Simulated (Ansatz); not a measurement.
Stepwise substitution at one centre (Ga CH3-H). Isolated molecules, 0 K electronic values unless said otherwise. Strings in code marks are SMILES.

Quantity: vertical ionisation energy (energy after one electron is removed minus that of the parent at the parent's geometry), in eV.

A: `[CH3][GaH][CH3]`
B: `[CH3][GaH2]`
C: `[GaH3]`

Task: Put the candidates in order of vertical ionisation energy (energy after one electron is removed minus that of the parent at the parent's geometry), lowest first, for frozen-core MP2/cc-pVTZ // B3LYP-D3(BJ)/def2-TZVP (Ansatz, a quantum-chemistry and plane-wave program).

Result: A (10.09 eV), B (10.57 eV), C (11.39 eV)
